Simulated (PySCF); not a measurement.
Compound: diboron dioxide, B2O2.
Bonds: O1–B2 (double), B2–B3, B3–O4 (double).

Level: wB97X-D/def2-SVPD in PySCF, non-relativistic, on one gas-phase PBE0-D3(BJ)/def2-SVP geometry that isn't relaxed in the solvent. The solvent is an IEF-PCM continuum (Bondi radii, 1.10 Å for H, scaled by 1.2), and excitations are vertical TDDFT with non-equilibrium linear response and a frozen core. Specific hydrogen bonds and non-electrostatic terms are outside this model.

Gas-phase singlets (H = HOMO, L = LUMO):

```json
{"state": "S1", "E (eV)": "6.705", "λ (nm)": "185", "f": "0.000", "leading configurations": "H→L+1 46%, H-1→L 46%"}
{"state": "S2", "E (eV)": "6.878", "λ (nm)": "180", "f": "0.000", "leading configurations": "H-1→L+1 36%, H→L 36%, H-1→L 13%"}
{"state": "S3", "E (eV)": "6.878", "λ (nm)": "180", "f": "0.000", "leading configurations": "H-1→L 36%, H→L+1 36%, H→L 13%"}
{"state": "S4", "E (eV)": "7.244", "λ (nm)": "171", "f": "0.000", "leading configurations": "H-2→L+1 45%, H-3→L 45%"}
{"state": "S5", "E (eV)": "7.454", "λ (nm)": "166", "f": "0.000", "leading configurations": "H-2→L 45%, H-3→L+1 45%"}
```

Problem. How does the list change in acetone (ε = 20.49)?

Solution. 
```csv
state,E (eV),λ (nm),f,leading configurations,change by rank (eV)
S1,6.940,179,0.000,"H→L 43%, H-1→L+1 42%",+0.235
S2,7.098,175,0.000,"H-1→L 44%, H→L+1 44%",+0.220
S3,7.098,175,0.000,"H-1→L+1 44%, H→L 43%",+0.220
S4,7.435,167,0.000,"H-2→L 42%, H-3→L+1 42%",+0.191
S5,7.623,163,0.000,"H-2→L+1 47%, H-3→L 47%",+0.169
```

Problem. Give the list for acetonitrile (ε = 35.69), n² = 1.81.

Solution. 
```json
{"state": "S1", "E (eV)": "6.949", "λ (nm)": "178", "f": "0.000", "leading configurations": "H→L 45%, H-1→L+1 45%", "change by rank (eV)": "+0.244"}
{"state": "S2", "E (eV)": "7.107", "λ (nm)": "174", "f": "0.000", "leading configurations": "H-1→L 41%, H→L+1 41%", "change by rank (eV)": "+0.229"}
{"state": "S3", "E (eV)": "7.107", "λ (nm)": "174", "f": "0.000", "leading configurations": "H-1→L+1 41%, H→L 41%", "change by rank (eV)": "+0.229"}
{"state": "S4", "E (eV)": "7.443", "λ (nm)": "167", "f": "0.000", "leading configurations": "H-2→L 44%, H-3→L+1 44%", "change by rank (eV)": "+0.199"}
{"state": "S5", "E (eV)": "7.630", "λ (nm)": "162", "f": "0.000", "leading configurations": "H-2→L+1 48%, H-3→L 48%", "change by rank (eV)": "+0.176"}
```

Problem. How do the frontier levels move from gas to acetonitrile?

Solution. 
| orbital | gas (eV) | solvent (eV) | change (eV) | Löwdin shares, gas | Löwdin shares, solvent |
| --- | --- | --- | --- | --- | --- |
| LUMO+2 | 1.28 | 1.52 | +0.24 | B3 47 %, B2 47 % | B3 46 %, B2 46 % |
| LUMO+1 | -0.65 | -0.34 | +0.31 | B3 33 %, B2 33 %, O4 17 %, O1 17 % | B2 34 %, B3 34 %, O1 16 %, O4 16 % |
| LUMO | -0.65 | -0.34 | +0.31 | B3 33 %, B2 33 %, O4 17 %, O1 17 % | B2 34 %, B3 34 %, O1 16 %, O4 16 % |
| HOMO | -13.00 | -12.94 | +0.06 | O1 38 %, O4 38 %, B2 12 %, B3 12 % | O4 38 %, O1 38 %, B3 12 %, B2 12 % |
| HOMO-1 | -13.00 | -12.94 | +0.06 | O1 38 %, O4 38 %, B2 12 %, B3 12 % | O4 38 %, O1 38 %, B3 12 %, B2 12 % |
| HOMO-2 | -13.63 | -13.52 | +0.11 | O4 35 %, O1 35 %, B3 15 %, B2 15 % | O1 36 %, O4 36 %, B2 14 %, B3 14 % |
| HOMO-3 | -13.63 | -13.52 | +0.11 | O4 35 %, O1 35 %, B3 15 %, B2 15 % | O1 36 %, O4 36 %, B2 14 %, B3 14 % |

The HOMO–LUMO gap goes from 12.34 to 12.59 eV. Shares within a degenerate set are those of one arbitrary member.

Time: 1.2 s; peak memory 0.37 GiB. Hardware: an AMD EPYC 9R45 with one thread, shared host with 96 logical CPUs at a one-minute load of 27. This is the whole response run at wB97X-D/def2-SVPD in acetonitrile, SCF included.
